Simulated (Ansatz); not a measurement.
CH$_{7}$MoN$_{3}$ (`[CH3][Mo](=[NH])(=[NH])[NH2]`). Total charge 0; spin multiplicity 1. Correlated methods include outer-core shells of Mo, which these sets cover unevenly. Mo: def2 effective core potential.

Z-matrix (Å, degrees):
```
C
Mo 1 2.120
H 1 1.093 2 109.1
H 1 1.093 2 109.2 3 119.9
H 1 1.091 2 111.0 3 -120.1
N 2 1.731 1 104.7 3 -179.3
N 2 1.731 1 104.7 3 59.4
N 2 1.939 1 109.4 3 -59.9
H 6 1.011 2 154.3 1 -117.2
H 7 1.011 2 154.4 1 117.2
H 8 1.009 2 123.1 1 -101.1
H 8 1.009 2 123.1 1 101.1
```

(1) Give the diagnostics of a CCSD(T)/def2-TZVPP run (frozen core, the Gaussian-basis code of Ansatz). (Best estimate.)

Answers

(1) Computed: T1 = 0.0216, largest single amplitude 0.052, largest double 0.059, (T) share of the correlation energy 5.8 %, 14 CCSD cycles. The RHF solution is stable towards an unrestricted one. T1 lies over the customary mark of 0.02 for closed shells; compounds of d metals often pass it without a breakdown.
